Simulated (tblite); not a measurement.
Start geometry of `CCc1cccc([O])c1` [radical] from a force field or distance geometry (Å):
```
atom  x, y, z in Å
C1     2.460   -0.249    0.233
C2     1.574    0.281   -0.890
C3     0.125    0.151   -0.590
C4    -0.484   -1.016   -1.009
C5    -1.834   -1.157   -0.738
C6    -2.572   -0.151   -0.108
C7    -1.938    1.018    0.286
O8    -2.669    2.013    0.929
C9    -0.584    1.164    0.044
H10    3.506   -0.108   -0.080
H11    2.320   -1.335    0.410
H12    2.325    0.364    1.150
H13    1.885   -0.219   -1.797
H14    1.813    1.377   -0.979
H15    0.066   -1.799   -1.494
H16   -2.319   -2.083   -1.052
H17   -3.641   -0.313    0.074
H18   -0.042    2.067    0.335
```

Problem. What comes out of this run: tblite 0.8.0, GFN2-xTB geometry optimisation, gas phase?

Solution. 
```
atom  x, y, z in Å
C1     2.4461   -0.2409    0.2426
C2     1.6315    0.3393   -0.9153
C3     0.1616    0.1909   -0.6415
C4    -0.4976   -0.9944   -1.0009
C5    -1.8543   -1.1780   -0.7229
C6    -2.5735   -0.2078   -0.0852
C7    -1.9483    1.0382    0.3218
O8    -2.5765    1.9279    0.9098
C9    -0.5418    1.1771   -0.0013
H10    3.5100   -0.1388    0.0440
H11    2.2179   -1.2958    0.3784
H12    2.2124    0.2820    1.1670
H13    1.8907   -0.1841   -1.8375
H14    1.8798    1.3945   -1.0379
H15    0.0537   -1.7748   -1.5052
H16   -2.3326   -2.1008   -1.0198
H17   -3.6226   -0.3299    0.1375
H18   -0.0651    2.1017    0.2898
```

The energy falls by 0.742 eV over 47 L-BFGS steps, the largest force on an atom goes from 6.22 to 0.010 eV/Å, and the atoms move by 0.079 Å rms after alignment. The bond that changes most is C7–O8 (ends: carbon bonded to 2 C and O; oxygen bonded to C), which shortens by 0.154 Å. Bonds longer at the end by more than 0.005 Å: 7 of 18; shorter: 10. Among the angles that change most is C7–C9–H18, from 121.8° to 116.8°. Rotational constants go from 3096, 1172, 908.2 to 3069, 1187, 922.0 MHz. The orientation of the end geometry is arbitrary; only internal coordinates are fixed.

Time: 0.28 s wall. Hardware: one thread, Intel Xeon Platinum 8488C (x86_64), shared host with 96 logical CPUs at a one-minute load of 32.

Its GFN2-xTB frequencies are all real (lowest 39 cm⁻¹).

One conformer stands for the species.

The numbers are calculated, not measured.
